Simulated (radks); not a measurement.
Results of a calculation; reference values are marked as such.
Task: These are the eigenvalues of the occupied orbitals of an atom or ion with whole-number occupations (eV). Level of theory: Dirac Kohn-Sham, LDA (Slater exchange, Perdew-Wang correlation), spin-unpolarised, spherical densities, finite nucleus; Fermi nuclear charge, rms radius of each element as measured or else 0.836 A^(1/3) + 0.57 fm (a radial shooting solver on a logarithmic mesh with Libxc functionals).

orbital  eigenvalue
1s1/2     -49994.55
2s1/2     -8251.589
2p1/2     -7839.121
2p3/2     -7144.109
3s1/2     -1828.316
3p1/2     -1648.969
3p3/2     -1506.473
3d3/2     -1195.301
3d5/2     -1164.223
4s1/2     -367.4637
4p1/2     -297.6378
4p3/2     -265.7565
4d3/2     -150.4300
4d5/2     -144.6678
5s1/2      -49.6332
5p1/2      -30.3424
5p3/2      -25.9443
4f5/2       -9.0336
4f7/2       -8.2789
6s1/2       -4.2412
5d3/2       -2.7989

Which element is it, and in what charge state? The configuration may be excited. Open shells, if any, fill j = l - 1/2 first.

Result: Z = 64, gadolinium, charge 0: Gd in [Xe] 4f7 5d1 6s2. The list shows which subshells hold electrons but not how many an open one holds; the 1s level, -1837.3 hartree, gives Z - s = 60.6 by -(Z - s)^2/2, which with screening and relativity narrows Z to a few neighbours, and the depths of the outer levels then fix element, charge and occupations together.
